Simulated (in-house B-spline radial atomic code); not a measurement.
How G0W0 and RPA depend on the start: Ag14+

Configuration [Ar] 3d10 4s2 4p3, highest spin. Computed with an all-electron radial atomic-structure program (B-spline basis): all electrons, non-relativistic, point nucleus, each spin shell either full or empty, empty states to l = 9 with an (l + 1/2)⁻⁴ tail; G0W0 by contour deformation at full frequency.

Without relativity these are model numbers: it shifts the levels of so heavy an element strongly and can reorder them.

```csv
start,mean-field 4p up (eV),G0W0 (eV),QP weight,RPA correlation (Eh)
Hartree-Fock,-350.32,?,?,?
PBE,-337.77,?,?,?
TPSS,-338.15,-351.05,0.971,-2.5537
PBE0,-341.23,-351.07,0.974,-2.5165
LDA VWN5,-337.73,-351.03,0.970,-2.5643
```

(1) What G0W0 level, weight and RPA correlation energy follow from the PBE start?

(2) What G0W0 level, weight and RPA correlation energy follow from the Hartree-Fock start?

(3) How much of the dependence on the start does G0W0 remove?

## Answers

(1) G0W0 level -350.99 eV, weight 0.970, RPA correlation -2.5616 hartree.

(2) G0W0 level -351.26 eV, weight 0.982, RPA correlation -2.3986 hartree.

(3) The mean-field levels span 12.6 eV and the G0W0 levels 0.265 eV. Against 347 ± 3 eV (NIST, tabulated theory) the G0W0 removal energies are off by +3.99 to +4.26 eV, with relativity, Breit and QED terms left out.
